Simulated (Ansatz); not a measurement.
Relaxation of CH$_{5}$ClGeSe (9 atoms, charge 0, multiplicity 1), to a largest force component of 0.015 eV/Å in at most 40 steps.

The calculation used RKS B3LYP/def2-SVP in Ansatz 0.2.0.

```xyz
9
Properties=species:S:1:pos:R:3
Cl -1.867 -1.436 0.192
C -1.195 0.215 -0.034
Ge 0.620 0.190 0.570
Se 0.962 1.672 2.429
H -1.214 0.489 -1.125
H -1.765 0.979 0.554
H 1.046 -1.245 1.056
H 1.616 0.597 -0.555
H -0.156 0.920 3.136
```

Q: Where does it end, and by what steps?

A: The run converged. The force dipped under the threshold on the way, but the program's further checks kept it going. After 24 steps the energy has fallen by 0.244 eV; Cl1 moved furthest, 1.08 Å.

| step | energy less start (eV) | largest force component (eV/Å) | accepted |
| --- | --- | --- | --- |
| 0 | 0.0000 | 2.014 | yes |
| 1 | -0.1505 | 0.772 | yes |
| 2 | -0.1693 | 0.268 | yes |
| 3 | -0.1742 | 0.073 | yes |
| 4 | -0.1776 | 0.033 | yes |
| 5 | -0.1783 | 0.010 | yes |
| 6 | -0.1788 | 0.043 | yes |
| 7 | -0.1791 | 0.055 | yes |
| 8 | -0.1729 | 0.504 | no |
| 9 | -0.1826 | 0.045 | yes |
| 10 | -0.1865 | 0.192 | yes |
| 11 | -0.1849 | 0.407 | no |
| 12 | -0.1919 | 0.150 | yes |
| 13 | -0.1980 | 0.075 | yes |
| 14 | -0.2062 | 0.127 | yes |
| 15 | -0.2140 | 0.276 | yes |
| 16 | -0.2243 | 0.170 | yes |
| 17 | -0.2359 | 0.243 | yes |
| 18 | -0.2332 | 0.248 | no |
| 19 | -0.2424 | 0.144 | yes |
| 20 | -0.2410 | 0.133 | no |
| 21 | -0.2441 | 0.021 | yes |
| 22 | -0.2441 | 0.056 | no |
| 23 | -0.2443 | 0.007 | yes |
| 24 | -0.2444 | 0.006 | yes |

```xyz
9
Properties=species:S:1:pos:R:3
Cl -2.158 -0.810 1.023
C -1.145 0.177 -0.102
Ge 0.730 0.264 0.539
Se 0.801 1.392 2.629
H -1.195 -0.293 -1.095
H -1.585 1.182 -0.157
H 1.283 -1.172 0.643
H 1.583 1.110 -0.431
H -0.268 0.530 3.174
```

Run time: 86 s on 2 threads of AMD EPYC 7R43 64-Core Processor (Zen 3), with other jobs on the host, peak memory 0.35 GiB.
